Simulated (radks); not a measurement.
The numbers below are computed, except where a source is named.
These are the eigenvalues of the occupied orbitals of an atom or ion with whole-number occupations (Ry). Code: a radial shooting solver on a logarithmic mesh with Libxc functionals. Model: Dirac Kohn-Sham, PBE, spin-unpolarised, spherical densities, finite nucleus; Fermi nuclear charge, rms radius of each element as measured or else 0.836 A^(1/3) + 0.57 fm.

orbital  eigenvalue
1s1/2     -1993.878
2s1/2     -333.1773
2p1/2     -313.4771
2p3/2     -299.2603
3s1/2     -95.05523
3p1/2     -87.17427
3p3/2     -84.50644
3d3/2     -70.72081
3d5/2     -70.16361
4s1/2     -42.04239

Which element is it, and in what charge state? The configuration may be excited. Open shells, if any, fill j = l - 1/2 first.

Answer. Z = 48, cadmium, charge +20: Cd20+ in [Ne] 3s1 3p6 3d10 4s1. The list shows which subshells hold electrons but not how many an open one holds; the 1s level, -996.94 hartree, gives Z - s = 44.7 by -(Z - s)^2/2, which with screening and relativity narrows Z to a few neighbours, and the depths of the outer levels then fix element, charge and occupations together.
